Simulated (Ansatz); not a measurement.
`[CH3][Sn]([OH])([Cl])[Cl]` and `[OH][Sn]([Cl])([Cl])[Br]` differ in one atom or group.

Ansatz, PBE0-D4/def2-TZVP geometries, multiplicity 1. Each molecule was computed in one conformer, which needn't be the lowest.

Elements past krypton have def2 core potentials. Scalar relativity is left out up to krypton.

```json
{"property": "size of the dipole moment (ωB97M-V/def2-TZVPP) / D", "`[CH3][Sn]([OH])([Cl])[Cl]`": "2.10"}
{"property": "size of the dipole moment (PBE/def2-TZVPP) / D", "`[CH3][Sn]([OH])([Cl])[Cl]`": "2.12"}
{"property": "HOMO energy (PBE/def2-TZVPP) / eV", "`[CH3][Sn]([OH])([Cl])[Cl]`": "-7.41"}
{"property": "HOMO–LUMO gap (ωB97M-V/def2-TZVPP) / eV", "`[CH3][Sn]([OH])([Cl])[Cl]`": "11.65"}
{"property": "LUMO energy (PBE0/def2-TZVPP) / eV", "`[CH3][Sn]([OH])([Cl])[Cl]`": "-1.56"}
{"property": "HOMO–LUMO gap (PBE/def2-TZVPP) / eV", "`[CH3][Sn]([OH])([Cl])[Cl]`": "4.91"}
```

Question: What does the change do to each property? (Best estimate.)

Answer: Ansatz gave: 
```json
{"property": "size of the dipole moment (ωB97M-V/def2-TZVPP) / D", "`[OH][Sn]([Cl])([Cl])[Br]`": "1.51", "shift": "-0.59"}
{"property": "size of the dipole moment (PBE/def2-TZVPP) / D", "`[OH][Sn]([Cl])([Cl])[Br]`": "1.50", "shift": "-0.62"}
{"property": "HOMO energy (PBE/def2-TZVPP) / eV", "`[OH][Sn]([Cl])([Cl])[Br]`": "-7.77", "shift": "-0.36"}
{"property": "HOMO–LUMO gap (ωB97M-V/def2-TZVPP) / eV", "`[OH][Sn]([Cl])([Cl])[Br]`": "10.52", "shift": "-1.13"}
{"property": "LUMO energy (PBE0/def2-TZVPP) / eV", "`[OH][Sn]([Cl])([Cl])[Br]`": "-2.89", "shift": "-1.33"}
{"property": "HOMO–LUMO gap (PBE/def2-TZVPP) / eV", "`[OH][Sn]([Cl])([Cl])[Br]`": "4.00", "shift": "-0.91"}
```

With PBE0 the HOMO falls by 0.15 eV and the LUMO falls by 1.33 eV, so the gap narrows by about 1.18 eV. PBE moves the HOMO by -0.36 eV and ωB97M-V by -0.17 eV. Dipoles are sizes alone; their direction can turn.

Spin–orbit coupling is left out; it splits and shifts lone-pair levels of the heavy atoms by tenths of an eV.
